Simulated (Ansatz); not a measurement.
System: sum formula GaBrCl2 (charge 0, singlet). 
Structure (B3LYP-D3(BJ)/def2-TZVP (Ansatz, a quantum-chemistry and plane-wave program) minimum search):
SMILES: [Cl][Ga]([Cl])[Br]
```xyz
4

Cl    -1.1094     2.1013     0.0083
Ga    -0.4196     0.0856     0.0056
Cl    -1.8435    -1.4990     0.0313
Br     1.8059    -0.3683    -0.0242
```

Computed values are from Ansatz. Valence correlation only, unless marked. Open shells are spin-unrestricted. No spin-orbit coupling. Frozen are the shells of the preceding noble gas and the d and f shells that filled before the atom's block. No relativistic terms. CBS(X,Y): correlation extrapolated as X^-3; Hartree-Fock from the larger set.

```json
{
 "atomisation energy De": "256.8 kcal/mol at CCSD(T)/CBS(def2-TZVPPD,def2-QZVPPD)",
 "vertical ionisation energy (to the doublet)": "11.56 eV at CCSD(T)/CBS(def2-TZVPPD,def2-QZVPPD)",
 "total_energy": "-5415.7725 Eh at CCSD(T)/CBS(def2-TZVPPD,def2-QZVPPD)",
 "dipole_moment": "0.42 D at CCSD(T)/def2-SVPD",
 "T1 diagnostic": "0.008 at CCSD/def2-QZVPPD"
}
```
